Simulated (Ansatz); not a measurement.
Ga(CO)H3 (CH₃GaO). Total charge 0; singlet. Geometry relaxed at PBE0-D4/def2-TZVP.

Cartesian coordinates in Å:
```
Ga -0.393 0.734 0.210
C 0.610 -1.163 -0.346
O 1.137 -2.116 -0.604
H -1.012 0.164 1.540
H -1.286 0.822 -1.081
H 0.945 1.559 0.280
```

Task: Estimate the harmonic wavenumbers at RKS PBE0-D4/def2-TZVP (Ansatz, unscaled). Is this a minimum?

Result: 146, 147, 199, 500, 501, 703, 741, 741, 1943, 1946, 1957, 2267 cm⁻¹. Yes, no mode is imaginary beyond noise. Zero-point energy 70.5 kJ/mol. Hardware: 4 threads of Arm Neoverse V1 on a shared host. Wall time 30 s.
